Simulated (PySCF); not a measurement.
Predicted microwave data (PBE0/pcSseg-1 in PySCF (dipole) on a GFN2-xTB geometry, gas phase) for one isomer of C4H10O2Si2:

```
Rotational constants : A = 2411, B = 751.5, C = 703.9 MHz
Dipole components    : |μa| = 1.53 D, |μb| = 0.63 D, |μc| = 1.03 D
Inertial defect      : -164.13 u·Å²
κ                    : -0.94
```

Question: Which candidate fits, each taken in the one conformer that was computed?
A. `[O:1]=[CH:2][O:3]/[C:4](=[CH:5]\[SiH3:6])[CH2:7][SiH3:8]` with O1–C2–O3–C4 1°, C2–O3–C4–C5 -55°, O3–C4–C7–Si8 -79°
B. `[O:1]=[C:2]([SiH2:3][O:4][SiH3:5])[CH:6]1[CH2:7][CH2:8]1` with O1–C2–Si3–O4 0°, C2–Si3–O4–Si5 0°, O1–C2–C6–C7 35°
C. `[CH3:1][CH2:2][C@@H:3]1[SiH2:4][O:5][SiH2:6][C:7]1=[O:8]` with C1–C2–C3–Si4 -60°, C2–C3–Si4–O5 -154°, C3–Si4–O5–Si6 12°, Si4–O5–Si6–C7 3°, O5–Si6–C7–O8 151°
D. `[CH2:1]=[CH:2][Si@@H:3]([OH:4])[C:5](=[CH2:6])[O:7][SiH3:8]` with C1–C2–Si3–O4 0°, C2–Si3–O4–H 111°, C2–Si3–C5–C6 70°, Si3–C5–O7–Si8 177°
E. `[CH3:1][Si:2]1([O:3][CH:4]=[O:5])[CH2:6][SiH2:7][CH2:8]1` with C1–Si2–O3–C4 179°, Si2–O3–C4–O5 0°, C1–Si2–C6–Si7 136°, Si2–C6–Si7–C8 -8°, C6–Si7–C8–Si2 8°, C1–Si2–C8–Si7 -135°

Answer: D. It is C=C[Si@@H](O)C(=C)O[SiH3], a near-prolate asymmetric top, point group C1. The candidates at the same level (rigid rotor, commonest isotopes):

```
                    SMILES  A (MHz)  B (MHz)  C (MHz)  μa (D)  μb (D)  μc (D)  Δ (u·Å²)  point group                        rotor
   O=C([SiH2]O[SiH3])C1CC1     3125    766.3    656.3    2.70    1.36    0.00    -51.23           Cs  near-prolate asymmetric top
CC[C@@H]1[SiH2]O[SiH2]C1=O     2173     1182    810.5    0.82    1.44    0.91    -36.72           C1               asymmetric top
     C[Si]1(OC=O)C[SiH2]C1     1698     1467    969.7    1.51    1.70    0.00   -120.94           Cs               asymmetric top
 C=C[Si@@H](O)C(=C)O[SiH3]     2411    751.5    703.9    1.53    0.63    1.03   -164.13           C1  near-prolate asymmetric top
  O=CO/C(=C\[SiH3])C[SiH3]     2282    890.9    769.8    1.64    0.72    1.40   -132.29           C1               asymmetric top
```

`O=C([SiH2]O[SiH3])C1CC1` has A 30 % too high; `C[Si]1(OC=O)C[SiH2]C1` has B 95 % too high; `O=CO/C(=C\[SiH3])C[SiH3]` has B 19 % too high; `CC[C@@H]1[SiH2]O[SiH2]C1=O` has B 57 % too high. No structure here is proved a minimum.
